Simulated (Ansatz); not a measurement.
The cluster GaSi4⁻. Total charge -1; triplet. Geometry B3LYP-D4/def2-SVP, that of the neutral doublet; atoms count from 1.

```xyz
5

Ga   -2.1158    1.2859   -0.7260
Si    0.8041    0.8263   -0.1018
Si    1.5616   -0.0804    1.8710
Si   -0.5031   -0.5880   -1.5342
Si    0.2532   -1.4439    0.4910
```

At PBE0-D4/def2-TZVPD a singlet of charge -1 lies 0.54 eV below the triplet at the same geometry. The structure comes from a short search, and lower isomers may exist.

Q: Estimate the Mulliken populations from the PBE0/def2-TZVPD orbitals of Ansatz.

A: 
| atom | charge (e) | spin (α − β) |
| --- | --- | --- |
| Ga1 | -0.05 | 0.67 |
| Si2 | -0.17 | 0.32 |
| Si3 | -0.32 | 0.50 |
| Si4 | -0.31 | 0.49 |
| Si5 | -0.14 | 0.02 |
Mulliken values and Mayer orders depend strongly on the basis. With diffuse functions, as here, like atoms can get unlike values, and bond orders can come out too low or too high.

Q: Where does the spin sit?

A: Summed by element: Ga 0.67, Si 1.33, of 2 unpaired in all. Largest on single atoms: Ga1 0.67, Si3 0.50, Si4 0.49.

Q: And the Mayer bond orders between bonded heavy atoms (over 0.3)?

A: Ga1–Si4 0.69 (2.60 Å); Si2–Si3 0.87 (2.30 Å); Si2–Si4 0.82 (2.40 Å); Si2–Si5 0.92 (2.41 Å); Si3–Si5 1.03 (2.34 Å); Si4–Si5 0.93 (2.33 Å). Values over 0.3 also appear between atoms too far apart for a bond (Ga1–Si2 0.56 at 3.02 Å; Si3–Si4 0.32 at 4.01 Å); they arise where an orbital or an unpaired electron spreads over both atoms.
